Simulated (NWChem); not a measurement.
System: BeHCl; SMILES [BeH][Cl]

The following NWChem deck was run.

```
start job
memory heap 200 mb stack 900 mb global 1100 mb
geometry units angstroms noautosym nocenter noautoz
  Be     0.000000     0.000000    -1.300394
  H      0.000000     0.000000    -2.629841
  Cl     0.000000     0.000000     0.521334
end
basis spherical
  * library def2-svp
end
dft
  xc pbe0
  iterations 150
  vectors input atomic output neutral.movecs
end
task dft energy
charge 1
dft
  odft
  mult 2
  vectors input atomic output cation.movecs
end
task dft energy
```

Parts of the log:

```
             Northwest Computational Chemistry Package (NWChem) 7.3.0
             --------------------------------------------------------

                             Geometry "geometry" -> ""
                             -------------------------

 Output coordinates in angstroms (scale by  1.889725989 to convert to a.u.)

  No.       Tag          Charge          X              Y              Z
 ---- ---------------- ---------- -------------- -------------- --------------
    1 Be                   4.0000     0.00000000     0.00000000    -1.30039400
    2 H                    1.0000     0.00000000     0.00000000    -2.62984100
    3 Cl                  17.0000     0.00000000     0.00000000     0.52133400

 Effective nuclear repulsion energy (a.u.)      24.1996882982

                                 NWChem DFT Module
                                 -----------------

 Summary of "ao basis" -> "ao basis" (spherical)
 ------------------------------------------------------------------------------
       Tag                 Description            Shells   Functions and Types
 ---------------- ------------------------------  ------  ---------------------
 Be                         def2-svp                 5        9   3s2p
 H                          def2-svp                 3        5   2s1p
 Cl                         def2-svp                 8       18   4s3p1d

            General Information
            -------------------
          SCF calculation type: DFT
          Wavefunction type:  closed shell.
          No. of atoms     :     3
          No. of electrons :    22
           Alpha electrons :    11
            Beta electrons :    11
          Charge           :     0
          Spin multiplicity:     1
          Use of symmetry is: off; symmetry adaption is: off
          Maximum number of iterations: 150
          AO basis - number of functions:    32
                     number of shells:    16
          Convergence on energy requested:  1.00D-06
          Convergence on density requested:  1.00D-05
          Convergence on gradient requested:  5.00D-04

              XC Information
              --------------
                         PBE0 Method XC Functional
                     Hartree-Fock (Exact) Exchange  0.250
          PerdewBurkeErnzerhof Exchange Functional  0.750
            Perdew 1991 LDA Correlation Functional  1.000 local
           PerdewBurkeErnz. Correlation Functional  1.000 non-local

             Grid Information
             ----------------
          Grid used for XC integration:  medium
          Radial quadrature: Mura-Knowles
          Angular quadrature: Lebedev.
          Tag              B.-S. Rad. Rad. Pts. Rad. Cut. Ang. Pts.
          ---              ---------- --------- --------- ---------
          Be                  1.05       49           7.0       434
          H                   0.35       45           8.0       434
          Cl                  1.00       88           9.0       590
          Grid pruning is: on
          Number of quadrature shells:   182
          Spatial weights used:  Erf1

      Superposition of Atomic Density Guess
      -------------------------------------

 Sum of atomic energies:        -474.37652508

      Non-variational initial energy
      ------------------------------

 Total energy =    -474.663851
 1-e energy   =    -702.163658
 2-e energy   =     203.300119
 HOMO         =      -0.441162
 LUMO         =       0.046828

   convergence    iter        energy       DeltaE   RMS-Dens  Diis-err
 ---------------- ----- ----------------- --------- --------- ---------
 d= 0,ls=0.0,diis     1   -475.2274341274 -4.99D+02  2.05D-02  1.57D-01
 d= 0,ls=0.0,diis     2   -475.2394863706 -1.21D-02  1.08D-02  9.21D-02
 d= 0,ls=0.0,diis     3   -475.2544432124 -1.50D-02  2.07D-03  6.38D-03
 d= 0,ls=0.0,diis     4   -475.2553920909 -9.49D-04  2.58D-04  4.84D-05
 d= 0,ls=0.0,diis     5   -475.2554014428 -9.35D-06  4.43D-05  2.64D-06
 d= 0,ls=0.0,diis     6   -475.2554017973 -3.55D-07  8.91D-06  8.56D-08

         Total DFT energy =     -475.255401797317
      One electron energy =     -703.285324616437
           Coulomb energy =      235.138242186446
    Exchange-Corr. energy =      -31.308007665524
 Nuclear repulsion energy =       24.199688298198

 Numeric. integr. density =       21.999999699737

                       DFT Final Molecular Orbital Analysis
                       ------------------------------------

 Vector    9  Occ=2.000000D+00  E=-3.535037D-01
              MO Center=  3.3D-09, -3.3D-09,  4.0D-01, r^2= 1.3D+00
   Bfn.  Coefficient  Atom+Function         Bfn.  Coefficient  Atom+Function
  ----- ------------  ---------------      ----- ------------  ---------------
    25      0.438584  3 Cl px                26     -0.440013  3 Cl py
    22      0.323927  3 Cl px                23     -0.324983  3 Cl py
    19      0.189342  3 Cl px                20     -0.189959  3 Cl py
     4     -0.088279  1 Be px                 5      0.088567  1 Be py
     7      0.041558  1 Be px                 8     -0.041694  1 Be py

 Vector   10  Occ=2.000000D+00  E=-3.535037D-01
              MO Center=  1.8D-10,  1.9D-10,  4.0D-01, r^2= 1.3D+00
   Bfn.  Coefficient  Atom+Function         Bfn.  Coefficient  Atom+Function
  ----- ------------  ---------------      ----- ------------  ---------------
    25      0.440013  3 Cl px                26      0.438584  3 Cl py
    22      0.324983  3 Cl px                23      0.323927  3 Cl py
    19      0.189959  3 Cl px                20      0.189342  3 Cl py
     4     -0.088567  1 Be px                 5     -0.088279  1 Be py
     7      0.041694  1 Be px                 8      0.041558  1 Be py

[...]
```

Level: PBE0/def2-SVP, vertical spin-unrestricted ions. All runs use the structure optimised with PBE0/def2-SVP.
